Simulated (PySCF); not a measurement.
**Electronic absorption of C6H14Si**

C₆H₁₄Si.
Cartesian coordinates in Å at the GFN2-xTB level; atoms count from 1:
```xyz
21
C6H14Si angstrom
C      3.1169    0.3527    0.3805
C      1.8240    0.0494   -0.3670
C      0.6660   -0.2281    0.5914
C     -0.6224   -0.5906   -0.1336
C     -1.2652    0.5440   -0.9627
C     -2.7430    0.3588   -0.5621
Si    -2.2441   -0.8003    0.8720
H      3.4043   -0.4941    1.0008
H      2.9915    1.2205    1.0251
H      3.9259    0.5577   -0.3173
H      1.5684    0.8948   -1.0092
H      1.9733   -0.8208   -1.0111
H      0.4976    0.6550    1.2133
H      0.9455   -1.0495    1.2572
H     -0.4234   -1.4538   -0.7747
H     -1.0873    0.4646   -2.0352
H     -0.8970    1.5145   -0.6308
H     -3.3157   -0.1344   -1.3456
H     -3.2546    1.2885   -0.3237
H     -2.8435   -2.1331    0.9350
H     -2.2263   -0.1788    2.1972
```

Method: TDDFT PBE0/def2-SVPD, vertical, gas phase, core orbitals frozen in the response (PySCF).

Q: What does the calculation give for the low-lying excited states?

A: 

```
state  E (eV)  E (kJ/mol)  λ (nm)       f  main configurations (H = HOMO, L = LUMO)
   S1    6.51         628   190.4   0.046                    H→L (86%), H-1→L (11%)
   S2    6.87         662   180.6   0.029        H-1→L (68%), H→L+1 (18%), H→L (9%)
   S3    6.91         666   179.5   0.039                  H→L+1 (76%), H-1→L (17%)
   S4    7.38         712   168.1   0.015                             H-1→L+1 (90%)
   S5    7.49         723   165.6  0.0057     H→L+3 (60%), H→L+4 (22%), H→L+2 (10%)
   S6    7.56         729   164.0   0.013                  H→L+2 (80%), H→L+3 (10%)
```

Triplets, Tamm–Dancoff:

```
state  E (eV)  λ (nm)  main configurations (H = HOMO, L = LUMO)
   T1    5.79   214.1                                 H→L (91%)
   T2    6.36   195.0                               H-1→L (91%)
```

The lowest singlet lies at 6.51 eV (190 nm, vacuum ultraviolet) and is of moderate strength; its leading configuration is HOMO→LUMO (86%). The lowest level is also the most intense of those listed (f = 0.046). Löwdin shares by element: HOMO carbon 50% or more, silicon 20% (atoms not listed hold the other 30%); LUMO silicon 34%, hydrogen 23% or more, carbon 10% or more (atoms not listed hold the other 32%). The oscillator strengths of these states sum to 0.147; summed over the whole spectrum of an exact calculation they would give the number of electrons, 64 (Thomas–Reiche–Kuhn). Weighted by f, the mean energy of these states is 6.90 eV. Orbital energies (eV): HOMO-3 -9.06, HOMO-2 -8.84, HOMO-1 -7.87, HOMO -7.38, LUMO 0.26, LUMO+1 0.68, LUMO+2 1.11. The window holds the lowest 6 singlets.

One conformer stands for the species.
